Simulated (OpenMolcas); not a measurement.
An atom or ion with 34 electrons was computed by XMS-CASPT2, IPEA 0.25 Eh, imaginary shift 0.1 Eh with spin-orbit coupling (OpenMolcas, ANO-RCC-VTZP, DKH2). The lowest levels that the run gave, each within 12 % of the measured value where one is at hand:

```tsv
J	Parity	E (cm-1)	g
2	even	0.0	1.490
1	even	2880	1.501
0	even	3630	
2	even	12230	1.012
0	even	28650
```

Which ion is it, and what are the configurations and terms?

Br+ (Z = 35, charge +1; active space 4 electrons in 3 orbitals (4p)). J, parity and g give the terms where levels are pure, and mixed ones are named by the computed weights; the size of the splittings, set against known spectra of the 34-electron sequence, gives the charge. In order, with the measured energies in cm-1 (NIST Handbook of Basic Atomic Spectroscopic Data): 4s2 4p4 3P2, 4s2 4p4 3P1 (3136), 4s2 4p4 3P0 (3837), 4s2 4p4 1D2 (12089), 4s2 4p4 1S0 (27867).

CASPT2 breaks the degeneracy within a term, and the mean is taken; among the terms shown or strongly mixed into the levels shown the widest spread is 790 cm-1 (4s2 4p4 1D). With the s shell closed, the reference lacks s² → p² mixing. Computed and measured levels are paired by configuration, term and J; levels that our copy of the source lacks, or whose pairing is in doubt (as where it misses far off the trend of its configuration), stay unpaired and out of the deviations. Levels of configurations outside the active space are missing.
